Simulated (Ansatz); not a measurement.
This geometry of Cl2GaH3OS (8 atoms, charge 0, multiplicity 1) is a first-order saddle point.

These are results of Ansatz, RKS B3LYP-D4/def2-SVP, not measurements.

```xyz
8
Properties=species:S:1:pos:R:3
Ga 0.095 0.319 0.080
O -0.045 -0.103 1.923
H -0.829 -0.586 2.229
Cl 1.919 -0.351 -0.853
Cl -1.797 0.178 -0.951
S 0.380 2.513 1.146
H 1.722 2.374 1.270
H 0.075 1.310 2.041
```

(1) Which two structures does it join? (They come from a converged band through this point; their orientation in space is the band's.)

(2) How far does it lie above each of them?

Answers

(1) Bonds broken: S6–H8. Bonds formed: O2–H8.

Initial state:

```xyz
8
Properties=species:S:1:pos:R:3
Ga -0.034 0.144 0.251
O -0.250 -0.381 1.962
H -0.908 -1.080 2.077
Cl 1.878 -0.270 -0.695
Cl -1.777 0.267 -1.027
S 0.439 2.551 1.057
H 1.779 2.387 0.948
H 0.393 2.035 2.312
```

Final state:

```xyz
8
Properties=species:S:1:pos:R:3
Ga 0.228 0.656 0.076
O -0.108 -0.140 2.011
H -0.993 -0.544 2.019
Cl 1.916 -0.491 -0.637
Cl -1.758 0.094 -0.633
S 0.514 2.781 0.706
H 1.862 2.666 0.740
H -0.141 0.632 2.603
```

(2) 20.3 kJ/mol above the first and 80.1 kJ/mol above the second. This is the barrier of this one path; another mechanism may lie lower. The orbitals stay closed-shell, which can raise the energy where a bond breaks towards radicals; this wasn't checked here.

Run time: 100 s on 4 threads of Arm Neoverse V1, with other jobs on the host, peak memory 0.33 GiB.
